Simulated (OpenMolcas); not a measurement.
An OpenMolcas run meant for Sn2+ (ANO-RCC-VTZP, DKH2; inactive shells 1s 2s 2p 3s 3p 3d 4s 4p 4d; intended active space 2 electrons in 4 orbitals (5s 5p)). One step of its input:

```
&CASPT2
Multistate=3 1 2 3
Frozen=9 9
IPEA=0.25
Imaginary=0.1
MaxIter=60
WThr=0.0 0.3 0.05
PrWF=0.5
NoMix
Deleted=16 14
```

The run finished. Its levels beside those of a sound run (SS-CASPT2, IPEA 0.25 Eh, imaginary shift 0.1 Eh (closed shells correlated: 4d)), in cm⁻¹ above each run's lowest level:

```json
{"Level": "5s² ¹S₀", "This run": "0.0", "Usual run": "0.0"}
{"Level": "5s 5p ³P°₀", "This run": "49716", "Usual run": "53322"}
{"Level": "5s 5p ³P°₁", "This run": "51179", "Usual run": "54746"}
{"Level": "5s 5p ³P°₂", "This run": "54448", "Usual run": "58054"}
{"Level": "5s 5p ¹P°₁", "This run": "83486", "Usual run": "78790"}
{"Level": "5p² ³P₀", "This run": "124562", "Usual run": "127699"}
{"Level": "5p² ³P₁", "This run": "126653", "Usual run": "129936"}
{"Level": "5p² ³P₂ [57 %]", "This run": "128796", "Usual run": "131114"}
{"Level": "5p² ¹D₂ [57 %]", "This run": "134868", "Usual run": "135412"}
{"Level": "5p² ¹S₀", "This run": "154599", "Usual run": "152057"}
```

**Question.** Which setting is unsound, and how much does it matter here?

**Answer.** Nearly half of the orbitals are deleted from the virtual space, which removes much of the correlation energy. Against the sound run the excited levels shown move by 3000 cm-1 on average and by 4700 cm-1 at most.

CASPT2 breaks the degeneracy within a term, and the mean is taken; among the terms shown or strongly mixed into the levels shown the widest spread is 5500 cm-1 (5p² ¹D, this run). Over all roots computed the reference weight is 0.88 to 0.94 in the sound run, 0.94 to 1.00 in this run; the roots of lowest weight are the least certain, and an intruder state may touch them. Some levels mix across a computed gap that differs much from the measured one, so their mixing is not that of the real levels. The ¹D term of p² mixes with s d, which this space lacks. Levels of configurations outside the active space are missing.

A share in square brackets marks a mixed level and gives the weight of the term that names it, the lowest over the columns. ° marks odd parity.
